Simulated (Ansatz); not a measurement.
CH4F2SSi can be A, `FC[SiH](F)S`, or B, `CS[SiH](F)F`.

Calculated with Ansatz (gas phase, PBE0-D4/def2-TZVP geometries, no zero-point term in ΔE). CCSD(T)/CBS is the MP2 limit (def2-TZVPP, def2-QZVPP) plus CCSD(T) − MP2 in def2-TZVPP, frozen cores. Functionals use def2-TZVPP. B3LYP here is the variant with VWN-RPA as its local correlation; programs differ in this. One conformer a species, not always the lowest.

Q: Which is lower in electronic energy at CCSD(T)/CBS, and by how much? (Estimate.)

A: Computed: B, by 50.1 kcal/mol.

Q: Give E(B) − E(A) in kcal/mol with PBE-D4, BLYP-D4, PBE0-D4, B3LYP, ωB97M-V, CCSD(T)/def2-TZVPP, MP2/def2-TZVPP. (Best estimate.)

A: The calculation gave: PBE-D4 -45.6, BLYP-D4 -46.6, PBE0-D4 -47.2, B3LYP -47.5, ωB97M-V -48.0, CCSD(T)/def2-TZVPP -49.1, MP2/def2-TZVPP -51.8. None reverses the order clearly.

Q: Does the order hold for the free energy at 298.15 K (harmonic terms from PBE0-D4)? (Best estimate.)

A: The calculation gave: Yes: G(B) − G(A) = -48.7 kcal/mol, for one conformer each. Modes under 60 cm⁻¹, often nearly free rotors, make the harmonic entropy too high.

Largest T1 diagnostic: 0.012.

From r2SCAN to r2SCAN0 (25 % exact exchange), in def2-TZVPP and without D4, E(B) − E(A) moves by −0.9 kcal/mol. Leaving LDA and LC-ωPBE aside and taking each functional with its dispersion term where it has one, the values, not all of them listed here, spread over 4.1 kcal/mol, from PBE-QIDH to PBE-D4.
